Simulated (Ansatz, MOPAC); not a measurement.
Species: BBr₂, charge 1, multiplicity 1. SMILES of the parent species: [B](Br)Br

Atoms: Br1, B2, Br3. Bonds: Br1-B2, B2-Br3.

Bond lengths (Å) and angles (degrees) optimised at PM7 with MOPAC; MNDO with MOPAC; HF/3-21G with Ansatz (a first-principles code); B3LYP/LANL2DZ with Ansatz, each started from the B3LYP-D3(BJ)/def2-TZVP structure (Ansatz) of the last column. A row stands for all coordinates that are equal there. No wavenumbers were computed at MNDO, B3LYP/LANL2DZ, so these may be saddle points.

```
coordinate    PM7   MNDO  HF/3-21G  B3LYP/LANL2DZ  B3LYP-D3(BJ)/def2-TZVP
----------  -----  -----  --------  -------------  ----------------------
Br1-B2      1.752  1.748     1.780          1.804                   1.767
Br1-B2-Br3  180.0  180.0     180.0          180.0                   180.0
```

Mean signed difference of all 2 bond lengths from B3LYP-D3(BJ)/def2-TZVP: PM7 -0.014 Å, MNDO -0.019 Å, HF/3-21G 0.013 Å, B3LYP/LANL2DZ 0.038 Å.
